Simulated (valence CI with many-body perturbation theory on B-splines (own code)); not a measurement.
**Ag41+: calculated level list**

Level of theory: relativistic CI+MBPT: four valence electrons over a frozen Dirac-Fock core [He], a basis of 11 s, 11 p, 9 d, 7 f, 5 g, 2 h, 1 i functions for each j, with the one-electron correlation potential Σ1 (screened to all orders), the two-electron term Σ2, the three-electron term Σ3, Breit, model QED; selected single and double excitations, second order for the rest (own B-spline code, finite nucleus).

No measured spectrum was set against this ion. As an estimate, large intervals hold to a few tenths of a per cent, small ones and those within an open d or f shell to about a per cent. Among the levels kept, up to 290 cm⁻¹ of a level comes from second order outside the variational space, and about a tenth of that is noise between levels of different J, which matters for small intervals.

Levels 46 to 90 of 112, with energies above the lowest level, (2s^2 2p1/2^2) J=0. "Leading %" is the weight of the configuration and term that name the level; weights of strongly mixed levels are sums over their largest components and can fall short. In the jj column 3d3/2^4 stands for four electrons in 3d with j = 3/2. Lifetimes count E1, E2, E3, M1 and M2 decay at the calculated energies, and are blank where another channel may lead or the interval is too uncertain; long ones can be off by a factor of two.

```csv
No.,Configuration,Term,J,E (× 10³ cm⁻¹),Leading %,Second component,g,Lifetime,Leading jj
46,2s 2p2 3d,3D,3,32186,28,21 % 2s 2p2 3d 5D,1.389,5.05 fs,2s 2p1/2^2 3d5/2 (84 %)
47,2s 2p2 3s,3P,1,32187,68,15 % 2s 2p2 3s 5P,1.578,28.1 fs,2s 2p1/2 2p3/2 3s (90 %)
48,2s2 2p 3p,3P,2,32217,48,34 % 2s2 2p 3p 1D,1.300,114 fs,2s^2 2p3/2 3p3/2 (82 %)
49,2s 2p2 3s,5P,3,32293,40,37 % 2s 2p2 3s 3D,1.459,88.2 fs,2s 2p1/2 2p3/2 3s (75 %)
50,2s 2p2 3d,3F,2,32308,36,21 % 2s 2p2 3d 1D,0.989,5.46 fs,2s 2p1/2^2 3d5/2 (85 %)
51,2s2 2p 3p,1S,0,32351,67,26 % 2s2 2p 3p 3P,,216 fs,2s^2 2p3/2 3p3/2 (92 %)
52,2s 2p2 3s,3P,2,32401,39,24 % 2s 2p2 3s 3D,1.276,29.7 fs,2s 2p1/2 2p3/2 3s (86 %)
53,2s 2p2 3p,5P°,1,32430,40,31 % 2s 2p2 3p 5D°,1.903,35.4 fs,2s 2p1/2 2p3/2 3p1/2 (98 %)
54,2s 2p2 3p,5D°,2,32486,40,17 % 2s 2p2 3p 3D°,1.335,9.21 fs,2s 2p1/2 2p3/2 3p1/2 (84 %)
55,2s2 2p 3d,1D°,2,32539,33,32 % 2s2 2p 3d 3D°,1.050,7.30 fs,2s^2 2p3/2 3d3/2 (75 %)
56,2s2 2p 3d,3F°,3,32562,42,27 % 2s2 2p 3d 3D°,1.148,3.99 fs,2s^2 2p3/2 3d3/2 (76 %)
57,2s2 2p 3d,3P°,1,32598,61,33 % 2s2 2p 3d 3D°,1.139,3.80 fs,2s^2 2p3/2 3d3/2 (96 %)
58,2s2 2p 3d,3P°,0,32605,97,,,4.61 fs,2s^2 2p3/2 3d3/2 (97 %)
59,2s2 2p 3d,3F°,4,32607,97,,1.242,87.9 ps,2s^2 2p3/2 3d5/2 (97 %)
60,2s 2p2 3s,3D,1,32639,69,19 % 2s 2p2 3s 1P,0.702,26.8 fs,2s 2p1/2 2p3/2 3s (97 %)
61,2s2 2p 3d,3P°,2,32677,50,26 % 2s2 2p 3d 1D°,1.285,4.95 fs,2s^2 2p3/2 3d5/2 (89 %)
62,2s 2p2 3p,3D°,3,32677,33,19 % 2s 2p2 3p 3F°,1.275,94.7 fs,2s 2p1/2 2p3/2 3p1/2 (83 %)
63,2s 2p2 3s,1D,2,32679,35,33 % 2s 2p2 3s 3D,1.196,49.1 fs,2s 2p1/2 2p3/2 3s (96 %)
64,2s 2p2 3s,3P,1,32682,57,21 % 2s 2p2 3s 1P,1.563,37.5 fs,2s 2p1/2 2p3/2 3s (93 %)
65,2s 2p2 3s,3P,0,32684,90,,,25.2 fs,2s 2p1/2 2p3/2 3s (89 %)
66,2s2 2p 3d,1F°,3,32772,53,41 % 2s2 2p 3d 3D°,1.145,2.56 fs,2s^2 2p3/2 3d5/2 (81 %)
67,2s2 2p 3d,1P°,1,32813,66,19 % 2s2 2p 3d 3P°,1.039,3.83 fs,2s^2 2p3/2 3d5/2 (96 %)
68,2s 2p2 3p,3P°,2,32815,37,25 % 2s 2p2 3p 5S°,1.558,34.3 fs,2s 2p1/2 2p3/2 3p1/2 (95 %)
69,2s 2p2 3p,5D°,3,32886,50,35 % 2s 2p2 3p 5P°,1.514,99.7 fs,2s 2p1/2 2p3/2 3p3/2 (98 %)
70,2s 2p2 3p,5P°,1,32930,32,23 % 2s 2p2 3p 3D°,1.617,19.4 fs,2s 2p1/2 2p3/2 3p3/2 (96 %)
71,2s 2p2 3p,3D°,2,32999,38,15 % 2s 2p2 3p 3F°,1.354,27.2 fs,2s 2p1/2 2p3/2 3p3/2 (79 %)
72,2s 2p2 3p,3P°,0,33006,37,32 % 2s 2p2 3p 5D°,,1.40 ps,2s 2p1/2 2p3/2 3p1/2 (69 %)
73,2s 2p2 3p,3F°,2,33014,36,25 % 2s 2p2 3p 3D°,0.977,20.5 fs,2s 2p1/2 2p3/2 3p1/2 (80 %)
74,2s 2p2 3p,3D°,1,33018,63,8 % 2s 2p2 3p 3S°,0.859,28.6 fs,2s 2p1/2 2p3/2 3p1/2 (91 %)
75,2s 2p2 3p,3P°,0,33089,97,,,8.21 fs,2s 2p1/2 2p3/2 3p3/2 (73 %)
76,2s 2p2 3p,5D°,4,33101,50,49 % 2s 2p2 3p 3F°,1.364,5.76 ps,2s 2p1/2 2p3/2 3p3/2 (96 %)
77,2s 2p2 3p,3P°,2,33153,53,17 % 2s 2p2 3p 1D°,1.405,18.8 fs,2s 2p1/2 2p3/2 3p3/2 (96 %)
78,2s 2p2 3p,1P°,1,33212,31,26 % 2s 2p2 3p 3P°,1.217,12.9 fs,2s 2p1/2 2p3/2 3p3/2 (88 %)
79,2s 2p2 3p,1P°,1,33220,34,15 % 2s 2p2 3p 3D°,1.114,17.5 fs,2s 2p1/2 2p3/2 3p1/2 (91 %)
80,2s 2p2 3p,3D°,3,33230,46,25 % 2s 2p2 3p 1F°,1.310,18.2 fs,2s 2p1/2 2p3/2 3p3/2 (95 %)
81,2s 2p2 3d,5F,2,33279,45,16 % 2s 2p2 3d 3P,1.198,13.5 fs,2s 2p1/2 2p3/2 3d3/2 (98 %)
82,2s 2p2 3d,5D,1,33284,55,20 % 2s 2p2 3d 5F,1.233,19.2 fs,2s 2p1/2 2p3/2 3d3/2 (98 %)
83,2s 2p2 3d,5D,0,33285,86,13 % 2s 2p2 3d 3P,,85.8 fs,2s 2p1/2 2p3/2 3d3/2 (99 %)
84,2s 2p2 3d,5F,3,33319,60,13 % 2s 2p2 3d 5P,1.257,11.7 fs,2s 2p1/2 2p3/2 3d3/2 (82 %)
85,2s 2p2 3d,5F,4,33368,55,35 % 2s 2p2 3d 5D,1.373,169 fs,2s 2p1/2 2p3/2 3d5/2 (95 %)
86,2s 2p2 3p,3D°,2,33474,36,27 % 2s 2p2 3p 3P°,1.292,30.5 fs,2s 2p1/2 2p3/2 3p3/2 (91 %)
87,2s 2p2 3d,3F,2,33491,28,22 % 2s 2p2 3d 5D,1.270,6.60 fs,2s 2p1/2 2p3/2 3d5/2 (96 %)
88,2s 2p2 3p,3F°,3,33491,43,35 % 2s 2p2 3p 3D°,1.154,29.5 fs,2s 2p1/2 2p3/2 3p3/2 (98 %)
89,2s 2p2 3d,3F,4,33495,38,22 % 2s 2p2 3d 5D,1.252,1.24 ps,2s 2p1/2 2p3/2 3d3/2 (77 %)
90,2s 2p2 3d,3F,3,33503,42,35 % 2s 2p2 3d 5P,1.307,5.02 fs,2s 2p1/2 2p3/2 3d5/2 (53 %)
```

Where two levels of one J and parity lie close, their mixing, g and order are uncertain.
